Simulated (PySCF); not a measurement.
F₃Ga, SMILES [F][Ga+]([F])[F] (connectivity only; charge and spin as stated), charge +1, multiplicity 2. Geometry: PBE-D3(BJ)/def2-SVP.

All values below come from PySCF 2.14.0 with PBE-D3(BJ)/def2-SVP.

Harmonic wavenumbers (cm⁻¹): 123, 142, 266, 447, 592, 806. Rotational constants (GHz): 11.87, 3.730, 2.838; symmetry number 2.

Q: Work out the zero-point energy and the ideal-gas rigid-rotor harmonic-oscillator thermochemistry at 298.15 K and 1 atm.

A: ZPE = ½ Σ hcν = ½ × 2377 cm⁻¹ = 3.40 kcal/mol. H − E(el) = 7.22 kcal/mol. Entropy in cal/(mol K): translation 40.42, rotation 23.97, vibration 8.92, spin 1.38, total 74.69. G − E(el) = -15.05 kcal/mol. Cp = 16.58 cal/(mol K). Modes under 150 cm⁻¹ make the vibrational entropy uncertain.
